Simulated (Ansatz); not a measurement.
Geometry optimisation, RKS PBE0-D4/6-31G* (Ansatz 0.2.0).

input.yaml

```yaml
crystal:
  periodic: [false, false, false]
  atoms:
    - { symbol: B, position_ang: [-0.1479, -1.9632, -1.3173] }
    - { symbol: Si, position_ang: [0.0967, -0.9025, 0.2948] }
    - { symbol: Si, position_ang: [2.1598, -0.1097, 0.2833] }
    - { symbol: C, position_ang: [-1.0787, 0.5074, 0.4305] }
    - { symbol: C, position_ang: [-0.9854, 1.5026, -0.7132] }
    - { symbol: S, position_ang: [-0.9622, 1.3445, 2.0408] }
    - { symbol: H, position_ang: [-1.037, -1.6101, -2.0656] }
    - { symbol: H, position_ang: [0.5304, -2.8285, -1.5825] }
    - { symbol: H, position_ang: [-0.0597, -1.784, 1.4876] }
    - { symbol: H, position_ang: [2.4191, 0.6698, 1.5467] }
    - { symbol: H, position_ang: [3.127, -1.2364, 0.2661] }
    - { symbol: H, position_ang: [2.4087, 0.7582, -0.861] }
    - { symbol: H, position_ang: [-2.2206, 0.0848, 0.3632] }
    - { symbol: H, position_ang: [-0.0118, 1.9998, -0.6357] }
    - { symbol: H, position_ang: [-1.1135, 0.999, -1.6774] }
    - { symbol: H, position_ang: [-1.7552, 2.3352, -0.5876] }
    - { symbol: H, position_ang: [-1.3887, 0.2327, 2.7674] }
basis:
  gaussian: { orbitals: "6-31G*" }
hamiltonian:
  xc: pbe0
  dispersion: d4
relax:
  f_tol: 0.02
  max_steps: 50
output:
  orbitals: {}
```

Command:

```bash
$ ansatz run input.yaml --threads 2 --pin off --max-ram 3072MiB --backend cpu --events-out ev --progress --plain --runs-dir out
```

Task: Where does it end, and by what steps?

Result: The run converged. The force dipped under the threshold on the way, but the program's further checks kept it going. After 27 steps the energy has fallen by 0.668 eV; H12 moved furthest, 0.69 Å.

```json
{"step": "0", "energy less start (eV)": "0.0000", "largest force component (eV/Å)": "4.131", "accepted": "yes"}
{"step": "1", "energy less start (eV)": "-0.5768", "largest force component (eV/Å)": "1.157", "accepted": "yes"}
{"step": "2", "energy less start (eV)": "-0.5912", "largest force component (eV/Å)": "0.783", "accepted": "yes"}
{"step": "3", "energy less start (eV)": "-0.6442", "largest force component (eV/Å)": "0.158", "accepted": "yes"}
{"step": "4", "energy less start (eV)": "-0.6534", "largest force component (eV/Å)": "0.080", "accepted": "yes"}
{"step": "5", "energy less start (eV)": "-0.6571", "largest force component (eV/Å)": "0.031", "accepted": "yes"}
{"step": "6", "energy less start (eV)": "-0.6581", "largest force component (eV/Å)": "0.084", "accepted": "yes"}
{"step": "7", "energy less start (eV)": "-0.6584", "largest force component (eV/Å)": "0.060", "accepted": "yes"}
{"step": "8", "energy less start (eV)": "-0.6540", "largest force component (eV/Å)": "0.278", "accepted": "no"}
{"step": "9", "energy less start (eV)": "-0.6596", "largest force component (eV/Å)": "0.018", "accepted": "yes"}
{"step": "10", "energy less start (eV)": "-0.6598", "largest force component (eV/Å)": "0.039", "accepted": "yes"}
{"step": "11", "energy less start (eV)": "-0.6594", "largest force component (eV/Å)": "0.093", "accepted": "no"}
{"step": "12", "energy less start (eV)": "-0.6602", "largest force component (eV/Å)": "0.023", "accepted": "yes"}
{"step": "13", "energy less start (eV)": "-0.6605", "largest force component (eV/Å)": "0.035", "accepted": "yes"}
{"step": "14", "energy less start (eV)": "-0.6610", "largest force component (eV/Å)": "0.058", "accepted": "yes"}
{"step": "15", "energy less start (eV)": "-0.6615", "largest force component (eV/Å)": "0.059", "accepted": "yes"}
{"step": "16", "energy less start (eV)": "-0.6624", "largest force component (eV/Å)": "0.135", "accepted": "yes"}
{"step": "17", "energy less start (eV)": "-0.6633", "largest force component (eV/Å)": "0.097", "accepted": "yes"}
{"step": "18", "energy less start (eV)": "-0.6653", "largest force component (eV/Å)": "0.031", "accepted": "yes"}
{"step": "19", "energy less start (eV)": "-0.6664", "largest force component (eV/Å)": "0.031", "accepted": "yes"}
{"step": "20", "energy less start (eV)": "-0.6637", "largest force component (eV/Å)": "0.222", "accepted": "no"}
{"step": "21", "energy less start (eV)": "-0.6372", "largest force component (eV/Å)": "0.724", "accepted": "no"}
{"step": "22", "energy less start (eV)": "-0.6667", "largest force component (eV/Å)": "0.012", "accepted": "yes"}
{"step": "23", "energy less start (eV)": "-0.6677", "largest force component (eV/Å)": "0.024", "accepted": "yes"}
{"step": "24", "energy less start (eV)": "-0.6669", "largest force component (eV/Å)": "0.113", "accepted": "no"}
{"step": "25", "energy less start (eV)": "-0.6681", "largest force component (eV/Å)": "0.036", "accepted": "yes"}
{"step": "26", "energy less start (eV)": "-0.6683", "largest force component (eV/Å)": "0.029", "accepted": "yes"}
{"step": "27", "energy less start (eV)": "-0.6684", "largest force component (eV/Å)": "0.016", "accepted": "yes"}
```

```xyz
17
Properties=species:S:1:pos:R:3
B -0.100 -1.992 -1.398
Si -0.028 -0.943 0.306
Si 2.178 -0.120 0.439
C -1.227 0.535 0.435
C -1.142 1.463 -0.774
S -0.844 1.535 1.927
H -0.512 -1.529 -2.424
H 0.361 -3.097 -1.442
H -0.229 -1.811 1.510
H 2.588 0.100 1.854
H 3.128 -1.097 -0.173
H 2.298 1.164 -0.311
H -2.256 0.167 0.527
H -0.132 1.870 -0.897
H -1.400 0.918 -1.689
H -1.835 2.306 -0.677
H -0.867 0.530 2.825
```

Whether the end is a true minimum wasn't checked by a vibrational analysis.

Time of the run: 2.3 min on 2 threads of Arm Neoverse V2, on a shared host, peak memory 0.34 GiB.
